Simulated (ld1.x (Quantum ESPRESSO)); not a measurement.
Varying the TM potential for thulium

Base potential:

Tm, norm-conserving Troullier–Martins (Kleinman–Bylander form), made with ld1.x (Quantum ESPRESSO) 7.5 (PBE, fully relativistic). Core [Xe], reference 4f12 5d1 6s2 6p0. Waves: 6s (bound): rc 2.80 bohr; 6p (bound, empty): rc 3.40 bohr; 5d (bound): rc 2.25 bohr; 4f (bound): rc 0.55 bohr. Local part: the f channel. Core correction: none.

Open shells are filled in proportion to 2j + 1 (rel_dist='average').

Cutoffs, loose and tight: the cutoffs (Ry, on a coarse ladder) from which the occupation-weighted sum of valence levels, in a spherical-Bessel basis at the reference potential, stays within 10 and 1 mRy of its value at 400 Ry. They do not see the model core or the augmentation charge, which bear on the density cutoff. Test errors are all-electron minus pseudo excitation energies from the reference, over the configurations 4f13 5d0 6s2 6p0; 4f13 5d0 6s1 6p0; 4f13 5d0 6s0 6p0; 4f13 5d0 6s0 6p2; 4f13 5d0 6s0 6p1; 4f12 5d0 6s0 6p0; 4f11 5d0 6s0 6p0. A dash means not determined; rows that change the core or the reference have their own tests. The largest error is taken over the tests solved by every variant that gives reliable tests at all: 4f11 5d0 6s0 6p0; 4f12 5d0 6s0 6p0; 4f13 5d0 6s0 6p0; 4f13 5d0 6s1 6p0; 4f13 5d0 6s2 6p0.

A true bound ghost makes a file unfit for plane-wave use even where its test errors are small: the radial tests pick states by their node count and pass the ghost by. Where a test does run into it, the solver fails or the error is huge.

Cutoffs are not given where the Bessel-basis levels miss the radial ones by over 6 mRy, ghosts where they miss by over 20 mRy; a channel whose overlap is not positive is not tested.

| change | outcome | bound ghosts | largest test error (meV) |
| --- | --- | --- | --- |
| base | generated, misses its reference levels by 0.77 eV | s, d5/2, d3/2 | -1063 |
| all radii scaled by about 0.76 (s 2.12, p 2.58, d 1.70, f 0.42 bohr) | generated, misses its reference levels by 0.87 eV | s, d5/2, d3/2 | -1484 |
| all radii scaled by about 0.83 (s 2.32, p 2.82, d 1.86, f 0.46 bohr) | generated, misses its reference levels by 0.83 eV | s, d5/2, d3/2 | -1260 |
| all radii scaled by about 0.93 (s 2.60, p 3.16, d 2.08, f 0.52 bohr) | generated, misses its reference levels by 0.79 eV | s, d5/2, d3/2 | -1102 |
| all radii scaled by about 1.19 (s 3.34, p 4.06, d 2.68, f 0.66 bohr) | generated, misses its reference levels by 0.74 eV | s, d5/2, d3/2 | -1142 |
| all radii scaled by about 1.30 (s 3.64, p 4.42, d 2.92, f 0.72 bohr) | generated, misses its reference levels by 0.74 eV | s, d5/2, d3/2 | -1238 |
| all radii scaled by about 1.36 (s 3.80, p 4.62, d 3.06, f 0.74 bohr) | generated, misses its reference levels by 0.74 eV | s, d5/2, d3/2 | -1321 |

(1) What comes out with this change to the base: all radii scaled by about 1.05 (s 2.92, p 3.56, d 2.36, f 0.58 bohr)?

(2) What comes out with this change to the base: all radii scaled by about 1.13 (s 3.18, p 3.86, d 2.54, f 0.62 bohr)?

Results:

(1) outcome: generated, misses its reference levels by 0.76 eV; bound ghosts: s, d5/2, d3/2; largest test error (meV): -1074.

(2) outcome: generated, misses its reference levels by 0.75 eV; bound ghosts: s, d5/2, d3/2; largest test error (meV): -1096.

Reading the sweep of the scale of all radii (base = 1) (base included, trends over the rows without a ghost): Bound ghosts are found at 0.76, 0.83, 0.93, 1, 1.05, 1.13, 1.19, 1.3, 1.36. Every judged row has one, so this setting neither creates nor removes them.
